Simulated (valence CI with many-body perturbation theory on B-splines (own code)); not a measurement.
# Sn XLV: calculated level list

Calculated by configuration interaction combined with many-body perturbation theory (CI+MBPT): four valence electrons over a frozen Dirac-Fock core [He], radial functions for each j: 9 s, 9 p, 8 d, 6 f, 3 g, 1 h, with the one-electron correlation potential Σ1 (screened to all orders), the two-electron term Σ2, the three-electron term Σ3, Breit, model QED; selected single and double excitations, second order for the rest, scaled by the run's own slope (own B-spline code, finite nucleus).

The last digits are not significant, and no measured levels were compared; by estimate large intervals hold to a few tenths of a per cent, small ones and those within an open d or f shell to about a per cent. Among the levels kept, up to 310 cm⁻¹ of a level comes from second order outside the variational space, and about a tenth of that is noise between levels of different J, which matters for small intervals.

Levels 1 to 45 of 47, with energies above the lowest level, (2s^2 2p1/2^2) J=0. "Leading %" is the weight of the configuration and term that name the level; weights of strongly mixed levels are sums over their largest components and can fall short, so below about 35 % the name and the second component can differ from the true leading terms, or belong to a minority configuration. In the jj column 3d3/2^4 stands for four electrons in 3d with j = 3/2.

| No. | Configuration | Term | J | E (× 10³ cm⁻¹) | Leading % | g | Second component | Leading jj |
| --- | --- | --- | --- | --- | --- | --- | --- | --- |
| 1 | 2s2 2p2 | 3P | 0 | 0.00 | 72 |  | 28 % 2s2 2p2 1S | 2s^2 2p1/2^2 (99 %) |
| 2 | 2s2 2p2 | 3P | 1 | 1883.5 | 100 | 1.486 |  | 2s^2 2p1/2 2p3/2 (100 %) |
| 3 | 2s2 2p2 | 1D | 2 | 2002.0 | 61 | 1.175 | 38 % 2s2 2p2 3P | 2s^2 2p1/2 2p3/2 (100 %) |
| 4 | 2s 2p3 | 3P° | 2 | 3219.4 | 42 | 1.604 | 38 % 2s 2p3 5S° | 2s 2p1/2^2 2p3/2 (96 %) |
| 5 | 2s 2p3 | 3D° | 1 | 3673.4 | 39 | 1.062 | 24 % 2s 2p3 1P° | 2s 2p1/2^2 2p3/2 (98 %) |
| 6 | 2s2 2p2 | 3P | 2 | 3974.8 | 61 | 1.293 | 38 % 2s2 2p2 1D | 2s^2 2p3/2^2 (99 %) |
| 7 | 2s2 2p2 | 1S | 0 | 4269.4 | 71 |  | 28 % 2s2 2p2 3P | 2s^2 2p3/2^2 (98 %) |
| 8 | 2s 2p3 | 3D° | 2 | 5004.5 | 49 | 1.529 | 45 % 2s 2p3 5S° | 2s 2p1/2 2p3/2^2 (97 %) |
| 9 | 2s 2p3 | 3D° | 3 | 5262.2 | 100 | 1.317 |  | 2s 2p1/2 2p3/2^2 (100 %) |
| 10 | 2s 2p3 | 3P° | 0 | 5529.4 | 100 |  |  | 2s 2p1/2 2p3/2^2 (100 %) |
| 11 | 2s 2p3 | 3S° | 1 | 5634.7 | 40 | 1.287 | 39 % 2s 2p3 3D° | 2s 2p1/2 2p3/2^2 (98 %) |
| 12 | 2s 2p3 | 1D° | 2 | 5716.5 | 71 | 1.082 | 22 % 2s 2p3 3D° | 2s 2p1/2 2p3/2^2 (97 %) |
| 13 | 2s 2p3 | 3P° | 1 | 5748.6 | 48 | 1.376 | 31 % 2s 2p3 1P° | 2s 2p1/2 2p3/2^2 (98 %) |
| 14 | 2p4 | 3P | 2 | 7171.1 | 70 | 1.341 | 28 % 2p4 1D | 2p1/2^2 2p3/2^2 (99 %) |
| 15 | 2s 2p3 | 3P° | 2 | 7428.9 | 51 | 1.389 | 21 % 2s 2p3 1D° | 2s 2p3/2^3 (97 %) |
| 16 | 2p4 | 1S | 0 | 7493.9 | 59 |  | 40 % 2p4 3P | 2p1/2^2 2p3/2^2 (98 %) |
| 17 | 2s 2p3 | 1P° | 1 | 7846.4 | 43 | 1.213 | 27 % 2s 2p3 3S° | 2s 2p3/2^3 (98 %) |
| 18 | 2p4 | 3P | 1 | 9122.9 | 100 | 1.487 |  | 2p1/2 2p3/2^3 (100 %) |
| 19 | 2p4 | 1D | 2 | 9248.6 | 71 | 1.127 | 29 % 2p4 3P | 2p1/2 2p3/2^3 (100 %) |
| 20 | 2p4 | 3P | 0 | 11365 | 59 |  | 40 % 2p4 1S | 2p3/2^4 (99 %) |
| 21 | 2s2 2p 3s | 3P° | 0 | 34150 | 99 |  |  | 2s^2 2p1/2 3s (99 %) |
| 22 | 2s2 2p 3s | 3P° | 1 | 34170 | 67 | 1.326 | 32 % 2s2 2p 3s 1P° | 2s^2 2p1/2 3s (99 %) |
| 23 | 2s2 2p 3p | 3D | 1 | 34561 | 73 | 0.656 | 23 % 2s2 2p 3p 1P | 2s^2 2p1/2 3p1/2 (99 %) |
| 24 | 2s2 2p 3p | 3P | 0 | 34774 | 69 |  | 29 % 2s2 2p 3p 1S | 2s^2 2p1/2 3p1/2 (98 %) |
| 25 | 2s2 2p 3p | 3P | 1 | 35173 | 36 | 1.606 | 23 % 2s2 2p 3p 3S | 2s^2 2p1/2 3p3/2 (76 %) |
| 26 | 2s2 2p 3p | 3D | 2 | 35237 | 56 | 1.162 | 28 % 2s2 2p 3p 1D | 2s^2 2p1/2 3p3/2 (99 %) |
| 27 | 2s 2p2 3s | 5P | 1 | 35411 | 43 | 2.005 | 20 % 2s 2p2 3s 3S | 2s 2p1/2^2 3s (73 %) |
| 28 | 2s 2p2 3s | 3P | 0 | 35533 | 73 |  | 26 % 2s 2p2 3s 1S | 2s 2p1/2^2 3s (96 %) |
| 29 | 2s2 2p 3d | 3F° | 2 | 35580 | 74 | 0.755 | 20 % 2s2 2p 3d 1D° | 2s^2 2p1/2 3d3/2 (99 %) |
| 30 | 2s2 2p 3d | 3D° | 1 | 35695 | 40 | 0.948 | 23 % 2s2 2p 3d 1P° | 2s^2 2p1/2 3d3/2 (77 %) |
| 31 | 2s 2p2 3p | 5D° | 0 | 35792 | 52 |  | 43 % 2s 2p2 3p 3P° | 2s 2p1/2^2 3p1/2 (96 %) |
| 32 | 2s2 2p 3d | 3P° | 2 | 35817 | 46 | 1.282 | 34 % 2s2 2p 3d 3D° | 2s^2 2p1/2 3d5/2 (98 %) |
| 33 | 2s 2p2 3p | 3P° | 1 | 35827 | 25 | 1.334 | 22 % 2s 2p2 3p 5D° | 2s 2p1/2^2 3p1/2 (74 %) |
| 34 | 2s2 2p 3d | 3F° | 3 | 35839 | 49 | 1.107 | 28 % 2s2 2p 3d 1F° | 2s^2 2p1/2 3d5/2 (99 %) |
| 35 | 2s2 2p 3s | 3P° | 2 | 36207 | 96 | 1.485 |  | 2s^2 2p3/2 3s (96 %) |
| 36 | 2s2 2p 3s | 1P° | 1 | 36249 | 66 | 1.143 | 31 % 2s2 2p 3s 3P° | 2s^2 2p3/2 3s (98 %) |
| 37 | 2s 2p2 3p | 3P° | 2 | 36440 | 29 | 1.554 | 25 % 2s 2p2 3p 5P° | 2s 2p1/2^2 3p3/2 (94 %) |
| 38 | 2s 2p2 3p | 3D° | 1 | 36475 | 37 | 1.087 | 19 % 2s 2p2 3p 1P° | 2s 2p1/2^2 3p3/2 (95 %) |
| 39 | 2s2 2p 3p | 3P | 1 | 36694 | 51 | 1.445 | 24 % 2s2 2p 3p 3S | 2s^2 2p3/2 3p1/2 (95 %) |
| 40 | 2s2 2p 3p | 3D | 2 | 36715 | 42 | 1.180 | 32 % 2s2 2p 3p 1D | 2s^2 2p3/2 3p1/2 (95 %) |
| 41 | 2s 2p2 3d | 5F | 1 | 36777 | 45 | 0.421 | 32 % 2s 2p2 3d 3D | 2s 2p1/2^2 3d3/2 (96 %) |
| 42 | 2s 2p2 3d | 3D | 2 | 36809 | 28 | 1.181 | 25 % 2s 2p2 3d 5F | 2s 2p1/2^2 3d3/2 (88 %) |
| 43 | 2s 2p2 3d | 3D | 3 | 36999 | 30 | 1.371 | 22 % 2s 2p2 3d 5D | 2s 2p1/2^2 3d5/2 (95 %) |
| 44 | 2s 2p2 3s | 5P | 2 | 37047 | 85 | 1.741 | 7 % 2s 2p2 3s 3P | 2s 2p1/2 2p3/2 3s (96 %) |
| 45 | 2s 2p2 3d | 3F | 2 | 37116 | 34 | 0.999 | 22 % 2s 2p2 3d 1D | 2s 2p1/2^2 3d5/2 (88 %) |

The ionisation energy to 2s2 2p 2P°_1/2 of the next ion comes out as 7544 eV (NIST: 7531 ± 8 eV (semi-empirical)). All 47 levels together are meant to be complete up to 37224 × 10³ cm⁻¹.
